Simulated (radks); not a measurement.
The numbers below are computed, except where a source is named.
Question: These are the eigenvalues of the occupied orbitals of an atom or ion with whole-number occupations (hartree). Level of theory: Dirac Kohn-Sham, PBE, spin-unpolarised, spherical densities, point nucleus (a radial shooting solver on a logarithmic mesh with Libxc functionals).

orbital  eigenvalue
1s1/2     -691.5352
2s1/2     -97.27043
2p1/2     -89.31740
2p3/2     -85.79755
3s1/2     -16.77239
3p1/2     -13.77830
3p3/2     -13.20816
3d3/2      -7.92293
3d5/2      -7.81679
4s1/2      -2.78789
4p1/2      -1.95909
4p3/2      -1.88085
4d3/2      -0.70623
4d5/2      -0.69889

Which element is it, and in what charge state? The configuration may be excited. Open shells, if any, are shared by 2j + 1.

Answer: Z = 41, niobium, charge +2: Nb2+ in [Kr] 4d3. The list shows which subshells hold electrons but not how many an open one holds; the 1s level, -691.54 hartree, gives Z - s = 37.2 by -(Z - s)^2/2, which with screening and relativity narrows Z to a few neighbours, and the depths of the outer levels then fix element, charge and occupations together.
